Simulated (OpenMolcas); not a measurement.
## Er2+ in a point-charge field

Er2+ among 8 point charges of -0.5 e arranged as a square antiprism (D4d), 2.61 Å from the ion, with a polar angle of 54.4° against the regular 57.3°.
```
   1.9615    0.8125    1.5180  -0.50
  -0.8125    1.9615    1.5180  -0.50
  -1.9615   -0.8125    1.5180  -0.50
   0.8125   -1.9615    1.5180  -0.50
   1.9615   -0.8125   -1.5180  -0.50
   0.8125    1.9615   -1.5180  -0.50
  -1.9615    0.8125   -1.5180  -0.50
  -0.8125   -1.9615   -1.5180  -0.50
```

* Program: OpenMolcas
* Method: CASSCF
* Basis: ANO-RCC-VDZP [7s6p4d2f1g]
* Scalar Hamiltonian: DKH2, point nucleus
* Active space: 12 electrons in 7 orbitals (4f)
* State averaging: 2S+1 = 3 even, 21 roots; 2S+1 = 1 even, 27 roots kept (CI in the orbitals of an earlier block)
* Spin-orbit coupling: state interaction with AMFI integrals over the reference wave functions

The lowest spin-free states, above the lowest:

```tsv
State	Degeneracy	E (cm-1)	Free-ion L (%)
2S+1 = 3	1	0.0	H (100)
2S+1 = 3	2	7.7	H (100)
2S+1 = 3	2	16.9	H (100)
2S+1 = 3	2	29.1	H (100)
2S+1 = 3	2	57.9	H (100)
2S+1 = 3	2	72.7	H (100)
2S+1 = 3	2	7417	F (100)
2S+1 = 3	1	7423	F (100)
2S+1 = 3	2	7426	F (100)
2S+1 = 3	2	7437	F (100)
2S+1 = 1	1	8335	G (100)
2S+1 = 1	2	8354	G (100)
2S+1 = 1	2	8364	G (100)
2S+1 = 1	2	8422	G (100)
2S+1 = 1	2	8440	G (100)
2S+1 = 1	2	26025	D (100)
2S+1 = 1	2	26044	D (100)
2S+1 = 1	1	26096	D (100)
2S+1 = 1	2	31537	I (100)
2S+1 = 1	2	31546	I (100)
```

The lowest levels with spin-orbit coupling:

```csv
E (cm-1),Degeneracy,2S+1,J,|mJ| (%),g
0.0,1,3,6.00,0 (100),
5.0,2,3,6.00,1 (100),0.00 0.00 2.34
13.8,2,3,6.00,6 (100),0.00 0.00 13.99
19.2,2,3,6.00,2 (100),0.00 0.00 4.67
39.5,2,3,6.00,3 (100),0.00 0.00 7.00
58.5,2,3,6.00,4 (100),0.00 0.00 9.33
60.2,2,3,6.00,5 (100),0.00 0.00 11.66
6283,1,3 (65 %),4.00,0 (100),
6292,2,3 (65 %),4.00,4 (100),0.00 0.00 8.80
6300,2,3 (65 %),4.00,1 (100),0.00 0.00 2.18
6334,2,3 (65 %),4.00,2 (100),0.00 0.00 4.39
6345,2,3 (66 %),4.00,3 (100),0.00 0.00 6.61
7052,1,3,5.00,0 (100),
7058,2,3,5.00,1 (100),0.00 0.00 2.09
7070,2,3,5.00,5 (100),0.00 0.00 10.34
7074,2,3,5.00,2 (100),0.00 0.00 4.15
7094,2,3,5.00,3 (100),0.00 0.00 6.19
7102,2,3,5.00,4 (100),0.00 0.00 8.24
11552,1,3,4.00,0 (100),
11553,2,3,4.00,1 (100),0.00 0.00 1.94
```

Powder χT (cm3 K/mol): 3.7 at 2 K, 6.42 at 10 K, 7.05 at 50 K, 7.12 at 100 K, 7.14 at 200 K, 7.15 at 300 K. The effective moment at 300 K is 2.828 √(χT) = 7.56 μB.

Hund's rules give f12 the level 3H6 with g = 1.167, so an isolated free-ion multiplet has χT = g² J(J+1) / 8 = 7.146 cm3 K/mol. The computed 7.145 at 300 K differs by 0 %, through the field's splitting, the mixing of terms and any other multiplet in reach.

Stevens parameters of the J = 6 multiplet, which is 60 cm-1 wide (cm-1, z along the main axis): B20 = 2.093e-01, B40 = -4.813e-03, B60 = -9.716e-06.

Point charges carry no covalency, so the field is a model and not that of real ligands. An unlabelled pair can be two single states that coincide in this model. The first state left out of the spin-orbit step lies near 77000 cm-1 above the lowest spin-free state of the reference (among the parities and spins computed), and the lists stop at four fifths of that energy or lower. No measured value stands beside these numbers.

The RASSCF and RASSI steps took 12 s on 1 thread of Arm Neoverse V1 (shared host); the integral step is not counted.

With an even number of electrons the g values are those of a degenerate or nearly degenerate non-Kramers pair.
